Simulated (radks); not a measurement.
Values are calculated unless marked as measured or tabulated.
Initial-state core-level shifts of the holmium ion Ho+ when its valence configuration changes from [Xe] 4f11 6s1. Level of theory: scalar-relativistic Kohn-Sham, r2SCAN, spin-polarised, spherical densities, finite nucleus; open shells are filled with parallel spins first (spin-orbit coupling, left out, can overturn this in heavy ions); meta-GGA in the generalised Kohn-Sham scheme; Fermi nuclear charge, rms radius 5.2022 fm (a radial shooting solver on a logarithmic mesh with Libxc functionals). Shifts are changes of the shell-averaged eigenvalues in eV (positive: less bound); the change of the density at the nucleus, which sets a Mossbauer isomer shift, is in e/bohr^3, on a base of 8.47e+05.

| valence | 3s | 3d | 4s | 5s | density at nucleus |
|---|---|---|---|---|---|
| 4f9 5d2 6s1 | -16.656 | -16.483 | -15.752 | -7.601 | +81.03 |
| 4f10 5d1 6s1 | -7.756 | -7.679 | -7.437 | -3.847 | +37.07 |
| 4f8.5 5d2 6s1 6p0.5 | -23.510 | -23.287 | -22.201 | -11.441 | +108.21 |
| 4f9 5d3 | -14.171 | -13.988 | -13.256 | -5.100 | +25.93 |
| 4f12 | +6.725 | +6.683 | +6.659 | +4.672 | -57.97 |
| 4f11 6p1 | -1.335 | -1.338 | -1.346 | -1.428 | -37.09 |
| 4f10.5 6s1 6p0.5 | -5.396 | -5.366 | -5.285 | -3.709 | +19.40 |
| 4f10 6s2 | -10.317 | -10.250 | -10.018 | -6.485 | +86.75 |
| 4f9 5d1 6s2 | -19.576 | -19.413 | -18.678 | -10.496 | +134.26 |
